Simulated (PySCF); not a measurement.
**Identify the compound**

An unknown has the formula C$_{4}$H$_{8}$FNSi$_{2}$. Its calculated NMR data are:

1H NMR (600 MHz, computed): δ 8.92 (d, 1H), 8.73 (d, 1H), 5.67 (m, 1H), 4.74 (m, 1H), 4.69 (m, 1H), 2.06 (s, 3H).

13C{1H} NMR (computed): δ 178.8 (C), 176.2 (CH2), 155.3 (C), 15.8 (CH3).

[PySCF 2.14.0 with density-fitted response routines: shielding tensors at PBE0/pcSseg-1 (GIAO); geometry from GFN2-xTB; isolated molecule; one computed conformer; relativity neglected; one averaged value for each set of equivalent atoms]

Shifts are taken against calculated references (same method and geometry level): 1H (31.72 ppm), 13C (186.93 ppm) vs TMS.

Problem. Which candidate is it?
A. N#C[C@@H](F)/C([SiH3])=C/[SiH3]
B. C=N[Si@H]1[SiH2]C(F)=C1C
C. N#C[C@H](F)/C([SiH3])=C\[SiH3]

Solution. B. 

1. Rings plus π bonds: 3 (1 ring in the answer).
2. 4 carbon signals for 4 carbons: no two carbons are equivalent.
3. Carbon types of the structure: 2 × C, 1 × CH2, 1 × CH3, leaving 3 H on heteroatoms.
4. δC 178.8, 155.3: fully substituted alkene carbon.
5. δC 176.2: C=N carbon.
6. δC 15.8: allylic methyl carbon; a saturated carbon with 1 carbon neighbour and no heteroatom attached.
7. δH 8.92, 8.73: hydrogen on a C=N carbon.
8. δH 2.06: hydrogen on an allylic methyl carbon; allylic position.

The others: N#C[C@@H](F)/C([SiH3])=C/[SiH3] would give 4 signals for carbon-bound and other non-exchanging H, not 6; N#C[C@H](F)/C([SiH3])=C\[SiH3] would give 4 signals for carbon-bound and other non-exchanging H, not 6.

Splittings by 19F in the carbon and heteronuclear signals aren't shown, as no couplings were computed. Shifts are as computed. Against solution values, carbons near 30 ppm lie about +3 ppm off and those near 130 ppm about +5 ppm. Of 1309 compounds with measured shifts, 239 miss one by over three times the rms of a fit or turn the order of signals round; such compounds aren't used in these exercises. No couplings were computed; multiplicities are counted from neighbouring protons, with m where these are inequivalent, close in shift, in a saturated or five-membered ring or joined by F or P, and br s for small geminal =CH2 splittings.
